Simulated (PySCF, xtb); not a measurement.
C₄H₁₀Cd, SMILES C[CH2][Cd][CH2]C.

GFN2-xTB (xtb) at its own geometry gives an orbital gap of 3.11 eV and a dipole moment of 1.22 D.

Coordinates come from a PBE0-D3(BJ)/def2-SVP optimisation. The isomer is the one that the SMILES or the coordinates give; other isomers of the formula were not compared. The def2 effective core potentials stand for the cores of Cd; spin–orbit coupling is left out. Other conformers were not sampled.

What does r2SCAN/def2-TZVP in PySCF give? (An estimate is asked for; the answer gives what the named calculation found.)

gap 4.86 eV (levels -5.36 and -0.50 eV), dipole 0.13 D.
